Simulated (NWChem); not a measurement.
System: ditellurium (Te₂, triplet); SMILES [Te]=[Te]

Computed with NWChem. Spin-unrestricted. All runs use the structure optimised with PBE0/def2-SVP, spin-unrestricted. No stability test was run on the SCF state. def2 effective core potentials on Te; no spin-orbit coupling. Level PBE/def2-SVPD: single points from the atomic guess with DIIS by default; each run changes one setting, and all converged runs end within 0.3 mHa of each other.

Task: Which setting needs the most SCF iterations, or fails (no level shifting; occupation smearing of 0.005 Ha; DIIS on 3 Fock matrices; defaults; level shift of 0.5 Ha throughout)?

Result: level shift of 0.5 Ha throughout, with 12 against 7 for the defaults.
| setting | SCF iterations |
|---|---|
| defaults | 7 |
| DIIS on 3 Fock matrices | 7 |
| no level shifting | 7 |
| level shift of 0.5 Ha throughout | 12 |
| occupation smearing of 0.005 Ha | 7 |
